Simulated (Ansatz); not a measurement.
The cluster Si₂N₂O. Charge 0, multiplicity 3. Geometry r2SCAN-D4/def2-SVP; atoms count from 1.

Cartesian coordinates in Å:
```
Si 0.688 0.227 1.248
Si -1.117 0.735 -0.542
N 0.313 -1.828 -0.832
N 0.179 -0.709 -0.382
O -0.063 1.575 0.508
```

At PBE0-D4/def2-TZVP a singlet of charge 0 lies 0.58 eV below the triplet, each at its own geometry. The structure comes from a short search, and lower isomers may exist.

(1) Estimate the Mulliken populations from the PBE0/def2-TZVP orbitals of Ansatz.

(2) Where does the spin sit?

(3) And the Mayer bond orders between bonded heavy atoms (over 0.3)?

Answers

(1) 
| atom | charge (e) | spin (α − β) |
| --- | --- | --- |
| Si1 | 0.34 | 0.39 |
| Si2 | 0.34 | 0.39 |
| N3 | -0.22 | 1.23 |
| N4 | -0.06 | -0.11 |
| O5 | -0.40 | 0.10 |
Mulliken values and Mayer orders depend strongly on the basis.

(2) Summed by element: Si 0.78, N 1.12, O 0.10, of 2 unpaired in all. Largest on single atoms: N3 1.23, Si1 0.39, Si2 0.39.

(3) Si1–Si2 0.42 (2.59 Å); Si1–N4 0.77 (1.95 Å); Si1–O5 1.07 (1.71 Å); Si2–N4 0.77 (1.95 Å); Si2–O5 1.07 (1.71 Å); N3–N4 1.64 (1.21 Å).
